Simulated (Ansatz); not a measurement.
Si(vinyl)2F2 (C4H6F2Si). The state is a singlet with charge 0. Geometry r2SCAN-D4/def2-SVP, basis def2-TZVP, Ansatz.

```xyz
13

Si    0.0486    0.2069   -0.5913
C     1.4805   -0.5193    0.3215
C     2.1626   -1.5726   -0.1569
H     1.7841   -0.0886    1.2866
H     1.8973   -2.0360   -1.1147
H     3.0115   -2.0124    0.3804
C    -1.5466    0.2803    0.3353
C    -2.1894    1.4408    0.5442
H    -1.9834   -0.6444    0.7390
H    -1.7932    2.3886    0.1608
H    -3.1337    1.4943    1.0995
F    -0.1226   -0.6643   -1.9505
F     0.3844    1.7267   -1.0539
```

| run | HOMO (eV) | LUMO (eV) |
| --- | --- | --- |
| A | -7.37 | -1.97 |
| B | -9.22 | -0.10 |
| C | -7.35 | -2.42 |
| D | -7.80 | -1.62 |
| E | -7.15 | -2.17 |
| F | -8.28 | -1.19 |

The runs used BHLYP, LDA (SPW92), PBE, PBE0, r2SCAN, r2SCANh. Estimate which is which.

A r2SCAN (0 % exact exchange); B BHLYP (50 % exact exchange); C LDA (SPW92) (0 % exact exchange); D r2SCANh (10 % exact exchange); E PBE (0 % exact exchange); F PBE0 (25 % exact exchange). Exact exchange lowers occupied and raises empty levels; among semilocal functionals meta-GGAs tend to open the gap a little, and such runs are hard to tell apart. The gap grows from 4.93 eV (LDA (SPW92)) to 9.12 eV (BHLYP).
